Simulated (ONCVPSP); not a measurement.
# holmium: one change to an ONCV potential, before and after

holmium, optimised norm-conserving Vanderbilt (ONCV), made with ONCVPSP 4.0.1 (PBE, fully relativistic). Core [Kr] 4d10 4f10, reference 5s2 5p6 5d1 6s2. Waves: 5s+6s: rc 2.40 bohr, ncon 4, nbas 8, qcut 4.8 1/bohr, 2 projectors; 5p: rc 1.70 bohr, ncon 4, nbas 8, qcut 5 1/bohr, 2 projectors, debl 3.6 Ha; 5d: rc 2.65 bohr, ncon 4, nbas 9, qcut 6.3 1/bohr, 2 projectors, debl 0.4 Ha. Local part: polynomial inside 1.20 bohr (lpopt 5, dvloc0 0 Ha). Core correction: polynomial model core, fcfact 0.75.

Open shells are filled in proportion to 2j + 1.

All-electron outer shells of the reference configuration (PBE, scalar-relativistic, ld1.x):

```csv
shell,level (eV),outermost node (bohr),outermost maximum (bohr)
5s,-54.41,0.61,1.13
5p,-29.13,0.66,1.28
4f,-9.36,–,0.52
6s,-4.34,1.52,3.26
5d,-2.20,0.74,1.91
```

Change: local potential polynomial inside 1.20 bohr (lpopt 5, dvloc0 1.5 Ha).

Cutoffs: the cutoffs (Ha) at which the residual kinetic energy of the hardest occupied pseudo-wave falls to 1 and 0.1 mHa per electron; they do not see the model core or the augmentation charge, which bear on the density cutoff. Errors are all-electron minus pseudo energies relative to the spin-unpolarised reference configuration.

Q: How do hardness, ghosts and transferability respond?

A: The potential gets neither clearly harder nor softer (21 Ha and 66 Ha → 21 Ha and 66 Ha); the lowest positive-energy flag moves from s at 8.7 eV to s at 28.6 eV; the errors of the 3 common tests hardly move; neither file shows a bound ghost.

| quantity | base | changed |
| --- | --- | --- |
| cutoff, loose | 21 Ha | 21 Ha |
| cutoff, tight | 66 Ha | 66 Ha |
| bound ghosts | none | none |
| GHOST(+) flags under 300 eV | s at 8.7 eV, p1/2 at 235.9 eV | s at 28.6 eV, p3/2 at 236.8 eV, p1/2 at 244.5 eV |
| tests counted as reliable (solved cleanly; for ONCVPSP, near-neutral configurations with less than one 5d electron left out) | 3 of 4 | 3 of 4 |
| error for 5s2 5p6 5d1 6s1, meV [ΔE 6.94 eV] | -3.0 | -3.2 |
| error for 5s2 5p6 5d1 6s0, meV [ΔE 19.54 eV] | -25 | -25 |
| error for 5s2 5p6 5d1 6s1 6p1, meV [ΔE 3.08 eV] | -1.3 | -1.4 |
| s: phases at 2.43 bohr within 0.05 rad from the reference energy up to (Ha; the scan ends near 5) | 0.2 | 0.9 |
| p3/2: phases at 1.73 bohr within 0.05 rad from the reference energy up to (Ha; the scan ends near 5) | 4.4 | to the end of the scan |
| p1/2: phases at 1.73 bohr within 0.05 rad from the reference energy up to (Ha; the scan ends near 5) | to the end of the scan | to the end of the scan |
| d5/2: phases at 2.69 bohr within 0.05 rad from the reference energy up to (Ha; the scan ends near 5) | 4.9 | 4.9 |
| d3/2: phases at 2.69 bohr within 0.05 rad from the reference energy up to (Ha; the scan ends near 5) | 4.9 | 5.0 |
| rms error of d²Exc/dni dnj with the model core, mHa | 1.59 | 1.60 |
